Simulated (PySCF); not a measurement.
A series of related molecules.

All values: PBE0/def2-SVPD (PySCF) at GFN2-xTB geometries, gas phase, one conformer each. Core orbitals are frozen in the response; Δα² is half the sum of the squared differences of the principal polarisabilities.

Question: Rank by HOMO energy, lowest first.
A. `C[Si]([SiH3])([SiH3])CC#N`
B. `C[Si](N)([SiH3])[SiH3]`
C. `C[Si]([SiH3])([SiH3])C#N`
D. `C[Si]([SiH3])([SiH3])OC=O`

Answer: C (-8.46 eV), A (-8.30 eV), D (-7.94 eV), B (-6.92 eV).

Question: Rank by mean static polarisability, highest first.
A. `C[Si]([SiH3])([SiH3])CC#N`
B. `C[Si]([SiH3])([SiH3])OC=O`
C. `C[Si](N)([SiH3])[SiH3]`
D. `[SiH3][Si](C#N)(C)[SiH3]`

Answer: A (18.77 Å³), B (17.54 Å³), D (17.08 Å³), C (16.46 Å³).

Question: Rank by HOMO–LUMO gap, lowest first.
A. `C[Si]([SiH3])([SiH3])OC=O`
B. `C[Si]([SiH3])([SiH3])CC#N`
C. `N[Si]([SiH3])([SiH3])C`

Answer: C (6.48 eV), A (7.05 eV), B (7.48 eV).

All values together:

```json
{"SMILES": "C[Si]([SiH3])([SiH3])CC#N", "formula": "C3H11NSi3", "μ (D)": "4.53", "HOMO (eV)": "-8.30", "LUMO (eV)": "-0.82", "α (Å³)": "18.77", "Δα (Å³)": "2.66", "electrons": "78", "α per electron (Å³)": "0.241"}
{"SMILES": "C[Si](N)([SiH3])[SiH3]", "formula": "CH11NSi3", "μ (D)": "1.37", "HOMO (eV)": "-6.92", "LUMO (eV)": "-0.44", "α (Å³)": "16.46", "Δα (Å³)": "3.82", "electrons": "66", "α per electron (Å³)": "0.249"}
{"SMILES": "C[Si]([SiH3])([SiH3])C#N", "formula": "C2H9NSi3", "μ (D)": "4.00", "HOMO (eV)": "-8.46", "LUMO (eV)": "-1.04", "α (Å³)": "17.08", "Δα (Å³)": "2.68", "electrons": "70", "α per electron (Å³)": "0.244"}
{"SMILES": "C[Si]([SiH3])([SiH3])OC=O", "formula": "C2H10O2Si3", "μ (D)": "2.22", "HOMO (eV)": "-7.94", "LUMO (eV)": "-0.89", "α (Å³)": "17.54", "Δα (Å³)": "3.88", "electrons": "80", "α per electron (Å³)": "0.219"}
```

Conformers: `[CH3:1][Si:2]([SiH3:3])([SiH3:4])[CH2:5][C:6]#[N:7]` with C1–Si2–C5–C6 180°; `[CH3:1][Si:2]([NH2:3])([SiH3:4])[SiH3:5]` with C1–Si2–N3–H 177° and -44°; `[CH3:1][Si:2]([SiH3:3])([SiH3:4])[O:5][CH:6]=[O:7]` with C1–Si2–O5–C6 -125°, Si2–O5–C6–O7 0°.
